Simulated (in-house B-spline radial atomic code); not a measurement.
Results of a calculation; reference values are marked as such.
Stopping and range of 20 keV S in InAs

The pair potential comes from two frozen, spherical free-atom densities (PBE, B-spline radial code, scalar-relativistic past argon): electrostatics plus the change in Thomas-Fermi kinetic and Dirac exchange energy where they overlap, the recipe behind the universal ZBL potential, which averages such potentials (from solid-state densities) over many pairs. It is written V = (Z1 Z2 e²/r) φ(r/a), with e² = 14.3996 eV·Å and a = 0.46850 Å/(Z1^0.23 + Z2^0.23); ZBL's fit is φ = 0.18175 e^(−3.1998x) + 0.50986 e^(−0.94229x) + 0.28022 e^(−0.4029x) + 0.02817 e^(−0.20162x). Where φ falls below 4e-4 it is continued as an exponential.

The target is taken as amorphous, with density 5.68 g/cm³ (NSM archive of the Ioffe Institute); channelling is ignored. Masses: S 32.06, In 114.82, As 74.92 u. Nuclear stopping is S_n = 4π a Z1 Z2 e² M1/(M1 + M2) × s_n(ε), with s_n integrated over impact parameters for each pair. Electronic stopping is Lindhard and Scharff's S_e = Z1^(1/6) 8π e² a0 Z1 Z2/(Z1^(2/3) + Z2^(2/3))^(3/2) × v/v0, with a0 = 0.529177 Å and v = v0 at 24.801 keV/u; it misses the oscillations with Z1 seen in experiment, which reach tens of per cent. Compounds add by atom fraction.

| target atom | a (Å) | ε at this energy | s_n, this pair | s_n, ZBL potential |
| --- | --- | --- | --- | --- |
| In | 0.10796 | 0.1495 | 0.3456 | 0.3359 |
| As | 0.11352 | 0.2091 | 0.3625 | 0.3461 |

Problem. What are the atom density and the stopping powers at entry?

Solution. N = 5.68 × 0.602214/94.87 = 0.03606 atoms/Å³. For In: S_n = 3343 × 0.3456 = 1155 eV·Å², S_e = 3.0476 × √20000 = 431 eV·Å². For As: S_n = 3250 × 0.3625 = 1178 eV·Å², S_e = 2.6525 × √20000 = 375.1 eV·Å². Averaged over the target's atoms (half each) and times N × 10 Å/nm, the ion loses N S_n = 421 eV/nm to recoils and N S_e = 145 eV/nm to electrons; the nuclear share is 74 %.

Along the track:

```tsv
E (keV)	N S_n (eV/nm)	N S_e (eV/nm)
1	191	32.5
3	284	56.3
6	344	79.6
10	383	103
15	408	126
20	421	145
```

Problem. Estimate the path length and the projected range.

Solution. With continuous slowing down the path is the integral of dE/(N (S_n + S_e)). Trapezoids over the table give 43.1 nm, and the stretch below the first row, with stopping taken as √E, adds 2E/(N S) = 8.9 nm: 52.1 nm in all, against 50.5 nm on a fine grid from 5 eV. Deflections shorten the depth: to first order in the energy passed on, N (S_n + S_e) dR_p/dE = 1 − N S_n (M2/M1) R_p/(2E), summed over the target's atoms, and integrating this on the fine grid gives R_p = 18.5 nm, 0.37 of the path. Lindhard's rule of thumb R/(1 + M2/3M1), with mean M2/M1 = 2.96, gives 25.4 nm; it is meant for M2/M1 below about 2. On the ZBL potential the same equation gives 19.2 nm, and the full integral equation, which keeps hard collisions, 20.4 nm.
